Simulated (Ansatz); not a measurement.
Reaction (redistribution): `[SiH3][SnH2][SiH3]` + `SBCl` → `[SiH3][SnH2][SH]` + `[SiH3]BCl`

Isolated molecules relaxed with PBE0-D4/def2-TZVP in Ansatz; ΔE leaves out vibrations. CCSD(T)/CBS is the MP2 limit (def2-TZVPP, def2-QZVPP) plus CCSD(T) − MP2 in def2-TZVPP, frozen cores. This one scheme is used for every species. DFT in def2-TZVPP. B3LYP here is the variant with VWN-RPA as its local correlation; programs differ in this. Elements past krypton have def2 core potentials. For Sn outer-core shells are correlated without core-valence functions, which leaves a few kJ/mol of doubt a bond. Each species was taken in one conformer, which may not be the lowest.

```csv
level,ΔE (kcal/mol),difference from CCSD(T)/CBS
LDA (SPW92),21.8,4.2
revPBE-D4,19.1,1.5
r2SCAN-D4,19.3,1.7
PBE0-D4,19.2,1.6
CAM-B3LYP-D4,17.8,0.2
PBE-QIDH,19.2,1.6
BLYP,17.5,-0.1
PBE0,19.1,1.5
B3LYP,17.6,0.0
r2SCAN0,19.2,1.6
CCSD/def2-SVP,20.8,3.2
MP2/def2-TZVPP,19.6,2.0
SCS-MP2/def2-TZVPP,18.1,0.5
CCSD/def2-TZVPP,17.8,0.2
MP2/def2-QZVPP,19.1,1.5
HF/CBS(def2),14.2,-3.4
CCSD(T)/CBS,17.6,0
```

What do rigid-rotor, harmonic-oscillator terms from PBE0-D4/def2-TZVP frequencies (298.15 K, 1 bar) make of the CCSD(T)/CBS value? (Estimate.)

Computed: ΔZPE = -1.0 kcal/mol, ΔH = +17.0 kcal/mol, ΔS = 26 J/(mol·K), ΔG = +15.2 kcal/mol. Modes under 50 cm⁻¹ make the entropy rough.

Largest T1 diagnostic among the species: 0.014.

In def2-TZVPP, CCSD(T) changes the Hartree–Fock value by +3.7 kcal/mol (the triples alone add +0.5 kcal/mol) and MP2 by +5.1 kcal/mol. Leaving LDA and LC-ωPBE aside and taking each functional with its dispersion term where it has one, the values, not all of them listed here, spread over 2.2 kcal/mol, from BHLYP-D4 to PBE-D4. LDA lies +2.4 kcal/mol from PBE without D4. At CCSD(T), def2-SVP lies +3.7 kcal/mol from the extrapolated value and def2-TZVPP +0.7 kcal/mol.
